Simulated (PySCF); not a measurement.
TiCl4, SMILES [Cl][Ti]([Cl])([Cl])[Cl], multiplicity 1. Atoms are numbered in the order given.

```xyz
5

Ti     0.0000     0.0000     0.0000
Cl     1.7583    -1.0152    -0.7178
Cl     0.0000     2.0303    -0.7178
Cl    -1.7583    -1.0152    -0.7178
Cl     0.0000     0.0000     2.1535
```
Charge 0, spin multiplicity 1.

Geometry optimised at PBE0-D3(BJ)/def2-SVP. The multiplicity is an assumed one; no other spin state was optimised. The isomer is the one that the SMILES or the coordinates give; other isomers of the formula were not compared.

Calculation: PySCF 2.14.0 with TDDFT-PBE0/def2-SVPD.

Vertical excitations; the highest root listed may be one member of a degenerate set. The molecule is in vacuum. State labels are in the subgroup Cs.

**Question.** List the lowest excited states. (An estimate is asked for; the answer gives what the named calculation found.)

**Answer.** 
```csv
state,symmetry,energy (eV),λ (nm),f,main pairs
S1,A",4.23,293,0.000,"HOMO→LUMO+1, HOMO−1→LUMO (degenerate set)"
S2,A',4.23,293,0.000,"HOMO→LUMO, HOMO−2→LUMO, HOMO−1→LUMO+1 (degenerate set)"
S3,A",4.23,293,0.000,"HOMO−2→LUMO+1, HOMO−1→LUMO (degenerate set)"
S4,A',4.45,279,0.019,"HOMO−2→LUMO, HOMO−1→LUMO+1, HOMO→LUMO (degenerate set)"
S5,A',4.45,279,0.019,"HOMO→LUMO, HOMO−1→LUMO+1 (degenerate set)"
S6,A",4.45,279,0.019,"HOMO→LUMO+1, HOMO−2→LUMO+1, HOMO−1→LUMO (degenerate set)"
S7,A",4.96,250,0.000,"HOMO−1→LUMO+2 30 %, HOMO→LUMO+3 28 %, HOMO−2→LUMO+4 28 %, HOMO−6→LUMO 5 %"
S8,A",4.97,249,0.000,"HOMO→LUMO+3, HOMO−5→LUMO, HOMO−1→LUMO+2, HOMO−4→LUMO+1 (degenerate set)"
S9,A',4.97,249,0.000,"HOMO−1→LUMO+4, HOMO−3→LUMO+1, HOMO−2→LUMO+2, HOMO→LUMO+2 (degenerate set)"
S10,A",4.97,249,0.000,"HOMO−2→LUMO+4, HOMO−4→LUMO+1, HOMO−3→LUMO, HOMO−1→LUMO+2 (degenerate set)"
T1,A",4.02,308,0,"HOMO→LUMO+1, HOMO−2→LUMO+1, HOMO−1→LUMO (degenerate set)"
T2,A',4.02,308,0,"HOMO→LUMO, HOMO−2→LUMO (degenerate set)"
T3,A',4.02,308,0,"HOMO−1→LUMO+1, HOMO−2→LUMO (degenerate set)"
T4,A',4.13,300,0,"HOMO→LUMO 37 %, HOMO−2→LUMO 36 %, HOMO−1→LUMO+1 24 %"
```
Triplets are in the Tamm–Dancoff approximation, which puts them higher than full response would, so one can lie above its singlet here.
